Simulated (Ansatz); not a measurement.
Basis-set series for `[F][GeH2][SH]`. The species carries charge 0 and has multiplicity 1. Geometry: relaxed with PBE0-D4/def2-TZVP. It is one conformer, not always the lowest.

```
functional       basis  functions  energy (Eh)  HOMO (eV)  LUMO (eV)
   PBE0-D4    def2-SVP         79  -2575.93334      -7.82       0.35
   PBE0-D4  def2-TZVPP        163  -2576.46417      -7.95      -0.13
   ωB97M-V    def2-SVP         79  -2576.25692     -10.00       2.39
   ωB97M-V  def2-TZVPP        163  -2576.78903     -10.16       1.79
```

Give the rows for def2-QZVPP. (An estimate is asked.)

The calculation gave: 
```tsv
functional	basis	functions	energy (Eh)	HOMO (eV)	LUMO (eV)
PBE0-D4	def2-QZVPP	306	-2576.52758	-7.98	-0.27
ωB97M-V	def2-QZVPP	306	-2576.85051	-10.20	1.35
```

Positive LUMOs are unbound and depend on the basis. Scalar relativity is left out up to krypton.

Program: Ansatz 0.2.0.
